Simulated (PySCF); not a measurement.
C2H3BrF2. Atoms are numbered in the order given.

```xyz
8

C     -1.2971     1.4466     0.0000
C      0.0662     0.8211     0.0000
F      0.7656     1.1897     1.0770
F      0.7656     1.1897    -1.0770
Br    -0.0435    -1.1384     0.0000
H     -1.8511     1.1425     0.8961
H     -1.8511     1.1425    -0.8961
H     -1.1689     2.5394     0.0000
```
Charge 0, spin multiplicity 1.

Geometry: PBE0-D3(BJ)/def2-SVP.

These are PBE/def2-TZVP in PySCF values and carry that method's errors.

Symmetry labels are those of the subgroup Cs that the program uses (full group Cs).

Computed valence orbital energies around the gap with their symmetry:
```csv
orbital,symmetry,energy (eV)
HOMO−7,A",-11.07
HOMO−6,A',-10.76
HOMO−5,A",-10.48
HOMO−4,A',-10.01
HOMO−3,A",-9.76
HOMO−2,A',-8.49
HOMO−1,A",-7.19
HOMO,A',-7.18
LUMO,A',-1.47
LUMO+1,A',0.61
LUMO+2,A",1.46
LUMO+3,A',1.79
```
